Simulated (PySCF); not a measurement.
# bromodifluoromethane: calculation against experiment

**What was measured.**

From NIST CCCBDB Release 22 (SRD 101), experimental dipoles, for the gas: dipole moment (dielectric constant and refractivity) 1.5 D.

How close the calculation comes is told at the end.

Compound: bromodifluoromethane, CHBrF₂.
Atom-mapped SMILES: `[F:1][CH:2]([F:3])[Br:4]` (hydrogens: H5 on C2)

Cartesian coordinates in Å at the PBE0-D3(BJ)/def2-SVP level; atoms count from 1:
```
atom  x, y, z in Å
F1     0.0686    0.8744   -1.0490
C2     0.1255   -0.0436   -0.0936
F3     1.1052    0.2678    0.7454
Br4   -1.5620   -0.0944    0.8640
H5     0.2931   -1.0406   -0.5281
```

Runs made with PySCF (gas phase, on this PBE0-D3(BJ)/def2-SVP geometry; no spin–orbit coupling):

```csv
level,job,basis functions,wall time
"PBE0-D3(BJ)/def2-SVP, grid level 1",geometry optimisation from a GFN2-xTB start shaken at random,79,12 s
```

Hardware: an Arm Neoverse V2 with one thread, on a shared host.

Results beside the measurements:

**Dipole moment.** Measured: 1.5 D (NIST CCCBDB Release 22 (SRD 101), experimental dipoles).

| level | computed (D) | computed − measured (D) | % (from the printed values) |
| --- | --- | --- | --- |
| PBE0-D3(BJ)/def2-SVP | 1.39 | -0.11 | -7 |

The computed dipoles belong to one fixed geometry; measured ones are averaged over vibrations unless marked μe. Magnitudes are compared, not signs.

The geometry is computed, not the measured one. Where a level misses, the cause wasn't examined.
